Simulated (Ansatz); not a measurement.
The same path of FGeH3 (5 atoms, charge 0, multiplicity 1) was run twice with different band settings. Lost on the way: Ge1–H3. Made: F2–H3.

Computed with RKS r2SCAN/def2-SVP (Ansatz).

Relaxed end points:

```xyz
5
Properties=species:S:1:pos:R:3
Ge 0.260 0.000 0.099
F 0.331 0.000 1.843
H 1.709 0.000 -0.398
H -0.492 1.272 -0.307
H -0.492 -1.272 -0.307
```

```xyz
5
Properties=species:S:1:pos:R:3
Ge -0.005 0.000 -0.787
F 1.158 0.000 1.207
H 2.033 0.000 0.888
H -0.935 1.139 -0.188
H -0.935 -1.139 -0.188
```

Common settings: movable images 9; climbing image yes; spring 5.0 eV/Å²; start path through a guess of the saddle point; force threshold 0.05 eV/Å; end points relaxed.

| run | optimiser | iteration limit | largest step |
| --- | --- | --- | --- |
| 1 | quadratic models (default) | 53 | default |
| 2 | lbfgs | 60 | 0.5 Å |

Problem. What does each run give, and how far can it be trusted?

Solution. Run 1: converged after 6 iterations, highest image 2.608 eV above the first end. A vibrational analysis at the climbing image gives one clearly imaginary mode, 1171i cm⁻¹: a first-order saddle point.
Run 2: converged after 26 iterations, highest image 2.608 eV above the first end. Another band between the same ends (9 images) ends at a top of the same energy, where a vibrational analysis finds 1 clearly imaginary mode.
The orbitals stay closed-shell, which can raise the energy where a bond breaks towards radicals; this wasn't checked here.
